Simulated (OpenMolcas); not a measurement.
What dynamic correlation does to the levels of Co6+

| Item | Value |
| --- | --- |
| Program | OpenMolcas 26.06 |
| Basis | ANO-RCC-VQZP [7s6p4d3f2g1h] |
| Scalar Hamiltonian | DKH2, point nucleus |
| Active space | 3 electrons in 5 orbitals (3d) |
| State averaging | 2S+1 = 4 even, 10 roots; 2S+1 = 2 even, 40 roots |
| Spin-orbit coupling | state interaction with AMFI integrals over the reference wave functions, term energies averaged over their components |

Methods on the same reference wave functions:
A. CASSCF
B. SS-CASPT2, IPEA 0.25 Eh, imaginary shift 0.1 Eh (closed shells correlated: 3s 3p)
C. MS-CASPT2, IPEA 0.25 Eh, imaginary shift 0.1 Eh (closed shells correlated: 3s 3p)

Energies in cm⁻¹ above 3d³ ⁴F_3/2, the measured ground level; measured values from Sugar and Corliss, J. Phys. Chem. Ref. Data 10, 1097 (1981).

```tsv
Level	A	B	C	Measured
3d³ ⁴F_3/2	0.0	0.0	0.0	0.0
3d³ ⁴F_5/2	721	729	729	698
3d³ ⁴F_7/2	1689	1700	1700	1610
3d³ ⁴F_9/2	2868	2870	2870	2723
3d³ ⁴P_1/2	25623	21900	21880	21096
3d³ ⁴P_3/2	25853	22140	22090	21304
3d³ ²G_7/2	26469	23560	23560	
3d³ ⁴P_5/2	26778	23030	23030	22187
3d³ ²G_9/2	27391	24500	24510	
3d³ ²P_1/2	34819	32140	30560	
3d³ ²H_9/2	34992	32560	32980	
3d³ ²H_11/2	35646	33220	33660	
3d³ ²D_5/2(1)	38767	33150	33150	
3d³ ²F_7/2	59574	53080	53080	
3d³ ²F_5/2	59984	53480	53480	
3d³ ²D_5/2(2)	92876	83150	83150	
3d³ ²D_3/2(2)	93364	83630	83630
```

Deviations, from unrounded energies. A percentage is the sum of absolute deviations over the sum of measured energies, with the sign that they share, or ± where signs differ.

```json
{"Against measurement": "mean absolute deviation (cm-1)", "Levels": "6", "A": "2300", "B": "460", "C": "450"}
{"Against measurement": "fine structure of the ground term (%)", "Levels": "3", "A": "+4.9", "B": "+5.4", "C": "+5.4"}
{"Against measurement": "other terms of the ground configuration (%)", "Levels": "3", "A": "+21.2", "B": "+3.8", "C": "+3.7"}
```

B, C lie about equally close to measurement and A furthest from it. The largest miss of C in the table is 3d³ ⁴P_5/2, by +850 cm-1. The ranking rests on the paired levels alone, and a cruder setting can come out closer through cancelling errors.

Between B and C the level of the table that moves most is 3d³ ²P_1/2, by 1600 cm-1 (lowest in C, highest in B). Moves below CASPT2's spread within the term are not significant.

The mean deviations of B to C differ by less than CASPT2's widest spread within a term (910 cm-1), so their order carries little weight.

From A to B the spin-free energies of the other terms of 3d³ shown, above ⁴F, scale by factors of 0.85 to 0.93, as is usual when dynamic correlation screens the repulsion within a d or f shell.

The lowest spin-free term lies below A's lowest term by 0.349 hartree in B, 0.349 hartree in C.

CASPT2 does not keep the components of a term degenerate, so their means are used; among the terms shown or strongly mixed into the levels shown the widest spread is 910 cm-1 (3d³ ²H, B). Without dynamic correlation excited terms often stand tens of per cent too high (terms of higher spin than the ground term too low), and those without a measured partner can miss by more than the paired ones (holds for A). The CASPT2 spread within a term exceeds the gap to the next term for 3d³ ²P and 3d³ ²D(1), 3d³ ²D(1) and 3d³ ²H, so the order of their levels is uncertain, and so are names and mixing where such terms share a J (holds for B). Measured partners are found by configuration, term and J. A level has none where our copy of the source lacks it or the pairing is in doubt (some pairs that miss far off the trend of their configuration count as doubtful), and it then counts in no deviation. Levels of configurations outside the active space are missing. Levels that lie high or do not pair safely by name in every column are left out.

A number in round brackets counts repeated terms of one configuration in the order of the reference energies.
